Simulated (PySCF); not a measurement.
# A small calculation by hand: entropy of an ideal gas

Si(H)2(Br)(Me) (CH5BrSi), SMILES C[SiH2]Br.

The structure is a stationary point at PBE0-D3(BJ)/def2-SVP.

PBE0-D3(BJ)/def2-SVP (PySCF) gives the harmonic wavenumbers 172, 175, 418, 484, 657, 691, 746, 883, 902, 951, 1264, 1422, 1428, 2245, 2250, 3060, 3167, 3179 cm⁻¹ and the rotational temperatures 0.7198, 0.1189, 0.1061 K. The molar mass is 125.04 g/mol, the symmetry number 1, the spin multiplicity 1.

Work out the entropy at 298.15 K and 1 atm in the rigid-rotor, harmonic-oscillator model.


Translation (Sackur–Tetrode at 1 atm): S = R[1.5 ln M + 2.5 ln T − 1.16487] = 169.0 J/(mol K).
Rotation: q = (√π/σ) T^1.5/√(θA θB θC) = 95800, S = R[ln q + 3/2] = 107.8 J/(mol K).
Vibration: with u = 1.4388 ν/T, each mode gives R[u/(e^u − 1) − ln(1 − e^−u)]:
```tsv
ν (cm⁻¹)	modes	u	S (J/(mol K))
172	1	0.83	10.10
175	1	0.84	9.96
418	1	2.02	3.76
484	1	2.34	2.93
657	1	3.17	1.51
691	1	3.33	1.33
746	1	3.60	1.07
883	1	4.26	0.63
902	1	4.35	0.58
951	1	4.59	0.48
1264	1	6.10	0.13
1422	1	6.86	0.07
1428	1	6.89	0.07
```
The stiffer modes add less than 0.005 each. Sum 32.6 J/(mol K).
Spin: R ln 1 = 0.0 J/(mol K).
Total 309.4 J/(mol K); the program's own thermochemistry gives 309.4. Translation makes up 55 % and vibration 11 %. Anharmonicity, hindered rotation and orbital degeneracy are left out.
